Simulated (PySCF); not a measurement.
Species: SnHMe3, C₃H₁₀Sn.
Bonds: Sn1–C3, Sn1–C7, Sn1–C11. Hydrogens: H2 on Sn1; H4, H5, H6 on C3; H8, H9, H10 on C7; H12, H13, H14 on C11.

Computed by this run: PBE0-D3(BJ)/def2-SVP geometry optimisation, gas phase, def2 core potentials past Kr (PySCF 2.14.0); density fitting, grid level 1; the optimiser is geomeTRIC in internal coordinates, started from a GFN2-xTB structure with every atom displaced at random (about 0.03 Å).

Step 0: E = -9098.5252 eV
```
atom  x, y, z in Å  |  force x, y, z in eV/Å
Sn1     0.0635   -0.0742    0.5635   -1.872   1.245  -0.532
H2     -0.0071   -0.0025    2.2398    0.129  -0.052   0.651
C3      2.0041    0.0000   -0.1772    2.869   1.402   0.751
H4      2.7045    0.8649    0.2348   -1.726  -1.321  -0.720
H5      2.0770    0.0416   -1.2658   -0.175   0.026  -0.283
H6      2.5649   -0.8827    0.1490   -0.020  -0.401  -0.060
C7     -1.0105    1.7794   -0.1422    1.093  -1.366   2.375
H8     -2.0194    1.8065    0.1885   -1.386  -0.271   0.636
H9     -1.0486    1.8264   -1.1691    0.171   0.086  -3.000
H10    -0.5593    2.6750    0.2489    0.644   0.598   0.258
C11    -1.0538   -1.8027   -0.0987    0.621   3.177  -1.918
H12    -2.0428   -1.7883    0.2221   -2.250   0.310   0.837
H13    -0.6315   -2.6525    0.2368    1.865  -3.472   1.396
H14    -1.0605   -1.8347   -1.1873    0.038   0.039  -0.391
```

Step 1: E = -9099.1899 eV
```
atom  x, y, z in Å  |  force x, y, z in eV/Å
Sn1     0.0117   -0.0200    0.5646    0.233  -0.114   0.312
H2     -0.0366    0.0344    2.3028    0.124  -0.072  -0.179
C3      2.0375    0.0146   -0.1840    0.395  -0.309   0.140
H4      2.6221    0.8561    0.2087   -0.158   0.237   0.099
H5      2.0871    0.0707   -1.2814   -0.191  -0.032  -0.016
H6      2.5931   -0.8865    0.1301   -0.179  -0.028  -0.077
C7     -0.9933    1.7136   -0.1254   -0.321   0.381  -0.075
H8     -2.0377    1.7102    0.2282    0.075   0.012  -0.060
H9     -0.9938    1.7453   -1.2252    0.010   0.079   0.032
H10    -0.5011    2.6141    0.2725   -0.021   0.006  -0.110
C11    -1.0606   -1.7496   -0.1164    0.072  -0.065  -0.120
H12    -2.1039   -1.7064    0.2285    0.028  -0.025   0.030
H13    -0.5881   -2.6687    0.2570   -0.057  -0.039   0.001
H14    -1.0559   -1.7717   -1.2167   -0.008  -0.030   0.022
```

**Question.** Estimate the geometry and energy of step 2. (The exact step hangs on the optimiser's Hessian estimate; all steps are aligned on step 1, rigid shifts and turns removed.)

**Answer.** E = -9099.2206 eV, largest force 0.385 eV/Å
```
atom  x, y, z in Å  |  force x, y, z in eV/Å
Sn1     0.0206   -0.0221    0.5712   -0.254   0.276  -0.085
H2      0.0104    0.0053    2.2971    0.045  -0.022  -0.018
C3      2.0391   -0.0090   -0.1694    0.211  -0.136  -0.010
H4      2.5974    0.8484    0.2293   -0.031   0.095   0.035
H5      2.0554    0.0532   -1.2680   -0.066  -0.009   0.021
H6      2.5786   -0.9216    0.1319   -0.089   0.020  -0.023
C7     -1.0113    1.7636   -0.1343    0.039  -0.169   0.031
H8     -2.0555    1.7640    0.2188    0.080  -0.023  -0.028
H9     -1.0131    1.8022   -1.2367    0.022  -0.020   0.113
H10    -0.5161    2.6676    0.2519    0.008  -0.039  -0.026
C11    -1.0391   -1.7707   -0.1182    0.028  -0.054   0.016
H12    -2.0820   -1.7371    0.2365    0.088  -0.032  -0.024
H13    -0.5620   -2.6943    0.2517   -0.071   0.121  -0.028
H14    -1.0419   -1.7933   -1.2186   -0.009  -0.007   0.025
```

The energy changes by -0.0307 eV. The first-order estimate −F·Δx gives -0.0742 eV and the mean of the old and new forces, exact on a quadratic surface, -0.0321 eV. The step makes an angle of 62° with the force vector and moves no atom by more than 0.061 Å.

What follows is the cost of the whole optimisation. Time: 22 s of wall time; peak memory 0.47 GiB. Hardware: an AMD EPYC 9R45 with one thread, no GPU, on a shared host.
